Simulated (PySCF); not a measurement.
A run for PySCF: R-MP2/6-31G* on CH3Cl (SMILES CCl) with ghost functions, monomers drawn apart or pushed together.

```python
from pyscf import gto, scf, dft, mp
from pyscf.data.elements import chemcore

mol = gto.M(
    atom='''
    C     0.76807293   -0.99063537    3.51713855
    Cl   -0.85212785   -0.20572315    3.62735625
    H     1.07683181   -0.95865698    2.47701985
    H     1.45134922   -0.43075934    4.14763106
    H     0.66609953   -2.01220065    3.86927715
    ghost-O    0.14541781    0.25791158    0.11241167
    ghost-H   -0.43692279    0.42195430    0.86624213
    ghost-H   -0.41687628   -0.13738397   -0.56120688
    ''',
    basis='6-31g*',
    cart=True,
    charge=0, spin=0, verbose=3, max_memory=1800)
mf = scf.RHF(mol)
mf.conv_tol = 1e-8
mf.max_cycle = 100
mf.kernel()
if not mf.converged:
    mf = mf.newton().run(mf.mo_coeff, mf.mo_occ)
pt = mp.MP2(mf, frozen=chemcore(mol)).run()
```

Output:

```
converged SCF energy = -499.09295573406
E(RMP2) = -499.354748560179  E_corr = -0.261792826119234
E(SCS-RMP2) = -499.353038929614  E_corr = -0.260083195554183
```

The calculation finished and met its thresholds.

Cost: very roughly 0.4 core-seconds.
